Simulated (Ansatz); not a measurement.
A structure relaxed at PBE-D4/def2-SVP in Ansatz, charge 0, singlet:

```
atom   x (Å)   y (Å)   z (Å)
 As1  -1.400   0.205  -0.825
 As2   2.283   2.390  -1.467
 As3   1.063   0.790  -0.630
 As4  -1.315  -2.160  -0.340
 As5  -0.307   0.588   1.498
 As6  -0.325  -1.813   1.764
```

(1) Give its formula and point group.

(2) Summarise the bond lengths by kind (pairs closer than 1.2 times the sum of covalent radii, bridged metal pairs left out).

## Answers

(1) As6. Point group Cs (tolerance 0.1 Å).

(2) 7 × As–As 2.18 to 2.60 Å.

The restricted singlet is unstable towards broken spin symmetry at other levels; at PBE-D4/def2-SVP this wasn't settled. Another isomer (singlet) lies 2.57 eV lower at PBE0-D4/def2-TZVP; other spin states weren't run for this one.
